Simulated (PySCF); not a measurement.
C2H9OPSi.
Atom-mapped SMILES: `[CH3:1][CH2:2][Si@@H:3]([OH:4])[PH2:5]` (hydrogens: H6, H7, H8 on C1; H9, H10 on C2; H11 on Si3; H12 on O4; H13, H14 on P5)

The same species was optimised twice, with GFN2-xTB and with PBE0-D3(BJ)/def2-SVP (PySCF), and the same property calculations (PySCF, gas phase) were run on both structures.

```json
{"coordinate": "P5–H13 (Å)", "GFN2-xTB": "1.381", "PBE0-D3(BJ)/def2-SVP": "1.429", "change": "+0.048"}
{"coordinate": "P5–H14 (Å)", "GFN2-xTB": "1.381", "PBE0-D3(BJ)/def2-SVP": "1.428", "change": "+0.047"}
{"coordinate": "Si3–O4 (Å)", "GFN2-xTB": "1.629", "PBE0-D3(BJ)/def2-SVP": "1.672", "change": "+0.043"}
{"coordinate": "Si3–H11 (Å)", "GFN2-xTB": "1.461", "PBE0-D3(BJ)/def2-SVP": "1.491", "change": "+0.030"}
{"coordinate": "C2–Si3 (Å)", "GFN2-xTB": "1.908", "PBE0-D3(BJ)/def2-SVP": "1.879", "change": "-0.029"}
{"coordinate": "Si3–P5 (Å)", "GFN2-xTB": "2.253", "PBE0-D3(BJ)/def2-SVP": "2.270", "change": "+0.017"}
{"coordinate": "C1–H6 (Å)", "GFN2-xTB": "1.087", "PBE0-D3(BJ)/def2-SVP": "1.101", "change": "+0.014"}
{"coordinate": "C2–H9 (Å)", "GFN2-xTB": "1.091", "PBE0-D3(BJ)/def2-SVP": "1.105", "change": "+0.014"}
{"coordinate": "C1–H8 (Å)", "GFN2-xTB": "1.087", "PBE0-D3(BJ)/def2-SVP": "1.101", "change": "+0.014"}
{"coordinate": "C1–H7 (Å)", "GFN2-xTB": "1.089", "PBE0-D3(BJ)/def2-SVP": "1.101", "change": "+0.012"}
{"coordinate": "C2–H10 (Å)", "GFN2-xTB": "1.093", "PBE0-D3(BJ)/def2-SVP": "1.105", "change": "+0.012"}
{"coordinate": "O4–H12 (Å)", "GFN2-xTB": "0.954", "PBE0-D3(BJ)/def2-SVP": "0.962", "change": "+0.008"}
{"coordinate": "C1–C2 (Å)", "GFN2-xTB": "1.524", "PBE0-D3(BJ)/def2-SVP": "1.527", "change": "+0.003"}
{"coordinate": "Si3–O4–H12 (°)", "GFN2-xTB": "122.3", "PBE0-D3(BJ)/def2-SVP": "116.4", "change": "-5.9"}
{"coordinate": "O4–Si3–H11 (°)", "GFN2-xTB": "99.8", "PBE0-D3(BJ)/def2-SVP": "104.3", "change": "+4.5"}
{"coordinate": "P5–Si3–H11 (°)", "GFN2-xTB": "116.7", "PBE0-D3(BJ)/def2-SVP": "113.3", "change": "-3.4"}
{"coordinate": "C2–Si3–H11 (°)", "GFN2-xTB": "112.8", "PBE0-D3(BJ)/def2-SVP": "110.5", "change": "-2.3"}
{"coordinate": "Si3–P5–H13 (°)", "GFN2-xTB": "95.4", "PBE0-D3(BJ)/def2-SVP": "93.4", "change": "-2.0"}
{"coordinate": "Si3–C2–H9 (°)", "GFN2-xTB": "110.3", "PBE0-D3(BJ)/def2-SVP": "108.2", "change": "-2.1"}
{"coordinate": "C1–C2–H9 (°)", "GFN2-xTB": "109.2", "PBE0-D3(BJ)/def2-SVP": "111.0", "change": "+1.8"}
{"coordinate": "C1–C2–H10 (°)", "GFN2-xTB": "109.1", "PBE0-D3(BJ)/def2-SVP": "110.7", "change": "+1.6"}
{"coordinate": "C1–C2–Si3–O4 (°)", "GFN2-xTB": "57", "PBE0-D3(BJ)/def2-SVP": "56", "change": "-1"}
```

Rotational constants: A = 4841, B = 1711, C = 1377 MHz (GFN2-xTB) against A = 4812, B = 1691, C = 1363 MHz (PBE0-D3(BJ)/def2-SVP). Point groups within 0.08 Å: C1 and C1.

On the GFN2-xTB structure: isotropic polarisability (au) 81.9 [wB97X-D/def2-SVPD]; HOMO (eV) -9.11 [wB97X-D/def2-SVPD]; LUMO (eV) 1.65 [wB97X-D/def2-SVPD]; dipole (D) 1.00 [wB97X-D/def2-SVPD].

Question: What do these properties become on the PBE0-D3(BJ)/def2-SVP structure?

Answer: 
| property | level | on GFN2-xTB | on PBE0-D3(BJ)/def2-SVP | change |
| --- | --- | --- | --- | --- |
| isotropic polarisability (au) | wB97X-D/def2-SVPD | 81.9 | 83.7 | +1.8 |
| HOMO (eV) | wB97X-D/def2-SVPD | -9.11 | -9.15 | -0.04 |
| LUMO (eV) | wB97X-D/def2-SVPD | 1.65 | 1.57 | -0.08 |
| dipole (D) | wB97X-D/def2-SVPD | 1.00 | 1.25 | +0.25 |
| energy, GFN2-xTB geometry as zero (kcal/mol) | wB97X-D/def2-SVPD | 0.0 | -3.2 | -3.2 |

The heavy atoms differ by 0.024 Å rms after alignment. Among all bonds P5–H13 and P5–H14 change most and about equally (+0.047 to +0.048 Å). Changes are differences of the printed values. Neither structure is proved a minimum here.

Conformer computed: `[CH3:1][CH2:2][Si@@H:3]([OH:4])[PH2:5]`: C1–C2–Si3–O4 56°, H–O4–Si3–C2 67°, H–P5–Si3–C2 68°, H–P5–Si3–C2 163°.

Note: wB97X-D ran without an empirical dispersion term, which enters the total energy and its gradient alone.
